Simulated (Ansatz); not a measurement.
**Worked example: the barrier**

An elementary step of Si2H3Cl2F, singlet (Si₂H₃Cl₂F ([F][Si]([SiH3])([Cl])[Cl]) → SiH₃F ([F][SiH3]) + SiCl₂; bonds formed: Si1–F3; bonds broken: Si1–Si2, Si2–F3). “Start” is the structure reached by relaxing down from the saddle towards the reactants; PBE0-D4/def2-TZVP structures. The saddle:

```xyz
8
angstrom
Si -0.9047 -0.3962 0.7369
Si 0.8984 0.8029 -0.4928
F 0.1801 -0.8738 -0.7176
Cl 2.8989 0.3493 -0.3219
Cl 0.6833 1.5739 -2.3894
H -0.2595 -0.3427 2.0682
H -1.9612 0.6193 0.5231
H -1.5355 -1.7327 0.5934
```

Computed with Ansatz 0.2.0 (basis: def2-TZVPP and def2-QZVPP); correlated methods freeze the cores.

Energies in eV:

| quantity | saddle | start |
| --- | --- | --- |
| Hartree–Fock, triple zeta (X = 3) | -43489.83103 | -43492.53208 |
| Hartree–Fock, quadruple zeta (X = 4) | -43491.16187 | -43493.85156 |
| MP2 correlation, X = 3 | -23.95042 | -23.51313 |
| MP2 correlation, X = 4 | -26.23184 | -25.78740 |
| CCSD(T) correlation, X = 3 | -26.47675 | -26.03180 |

(1) Work out the barrier at the basis limit: extrapolate Hartree–Fock as E(X) = E∞ + A exp(−7.88 √X) and the MP2 correlation as E(X) = E∞ + B X^−2.97 (the exponents that Neese and Valeev fitted for def2-TZVPP and QZVPP), then add CCSD(T) − MP2 in triple zeta.

The T1 diagnostic stays at or below 0.013.

Results:

(1) Each step is linear, so take the differences first (saddle − start): Hartree–Fock 2.70105 (X = 3) and 2.68969 (X = 4); MP2 correlation -0.43729 and -0.44444; CCSD(T) correlation -0.44495.
Two points give E∞ = E(4) + w [E(4) − E(3)], with w = 1/(exp(7.88 (2 − √3)) − 1) = 0.1377 for Hartree–Fock and w = 1/((4/3)^2.97 − 1) = 0.7407 for the correlation.
Hartree–Fock: 2.68969 + 0.1377 × (-0.01136) = 2.6881 eV.
MP2 correlation: -0.44444 + 0.7407 × (-0.00715) = -0.4497 eV.
CCSD(T) − MP2: -0.44495 − (-0.43729) = -0.0077 eV.
Sum: 2.6881 + (-0.4497) + (-0.0077) = 2.2307 eV, or 51.44 kcal/mol. Plain CCSD(T) in triple zeta gives 2.2561 eV, so the larger basis shifts the result by -0.0254 eV.

Losses and insertions of silylenes and their heavier kin drive the gas-phase chemistry of silicon and germanium vapour deposition.

Labels in which every atom is bracketed show which atoms are joined, not bond orders.

For scale, one of the runs: CCSD(T)/def2-TZVPP, 241 basis functions, launched by `ansatz run in.yaml --threads 4 --pin off --events-out ev --progress --plain --max-ram 9574MiB`. Time: 2.5 min of wall clock on 4 CPU threads of an Intel Xeon; the host was shared. Peak host memory: 4.2 GiB.
